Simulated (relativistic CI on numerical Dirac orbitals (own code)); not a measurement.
Calculated at this level of theory: Dirac-Coulomb-Breit CI, separate exchange-only KLI orbitals for each configuration, model QED, unscaled Slater integrals (own radial code, finite nucleus).

Configuration list (outside the closed core 1s2): 2s2 2p5, 2s 2p6, 2p6 3s, 2p6 3p, 2p6 3d, 2s2 2p4 3s, 2s2 2p4 3p, 2s2 2p4 3d, 2s 2p5 3s, 2s 2p5 3p, 2s 2p5 3d, 2s2 2p4 4s, 2s2 2p4 4p, 2s2 2p4 4d, 2s2 2p4 4f, 2s 2p5 4s, 2s 2p5 4p, 2s 2p5 4d, 2s 2p5 4f, 2s2 2p3 3s2, 2s2 2p4 5s, 2s2 2p4 5p, 2s2 2p3 3s 3p, 2s2 2p4 5d, 2s2 2p4 5f, 2s2 2p4 5g, 2s2 2p3 3p2, 2s2 2p3 3s 3d, 2s2 2p3 3p 3d, 2s 2p4 3s2, 2s2 2p3 3d2, 2s 2p4 3s 3p, 2s 2p5 5s, 2s 2p5 5p, 2s 2p4 3p2, 2s 2p4 3s 3d. Levels of other configurations are missing.

At this charge energies of transitions that change n are usually good to better than 1 %, and those within a shell (Δn = 0) to a few per cent.

Outline of the computed level scheme of Rb XXIX. Lowest level of each configuration: 2s2 2p5 2P°_3/2 at 0.00 eV; 2s 2p6 2S_1/2 at 251.14 eV; 2s2 2p4 3s 4P_5/2 at 1832.70 eV; 2s2 2p4 3p 4P°_3/2 at 1883.70 eV; 2s2 2p4 3d 4D_5/2 at 1962.76 eV.

Some strong electric-dipole decays among the lowest 45 levels: 2s2 2p4 3d 2D_5/2 → 2s2 2p5 2P°_3/2 (4.7e+13 s⁻¹); 2s2 2p4 3d 2D_5/2 → 2s2 2p5 2P°_3/2 (3.7e+13 s⁻¹); 2s2 2p4 3d 2D_3/2 → 2s2 2p5 2P°_3/2 (3.2e+13 s⁻¹); 2s2 2p4 3d 4P_1/2 → 2s2 2p5 2P°_3/2 (3.0e+13 s⁻¹); 2s2 2p4 3d 2D_3/2 → 2s2 2p5 2P°_3/2 (2.9e+13 s⁻¹); 2s2 2p4 3d 4F_5/2 → 2s2 2p5 2P°_3/2 (2.4e+13 s⁻¹); 2s2 2p4 3s 2P_3/2 → 2s2 2p5 2P°_3/2 (1.0e+13 s⁻¹); 2s2 2p4 3s 2D_3/2 → 2s2 2p5 2P°_1/2 (6.9e+12 s⁻¹).

LS names give the leading component of a level, which can be under half, so a name can repeat, a term be missing and a line seem to break the LS rules.
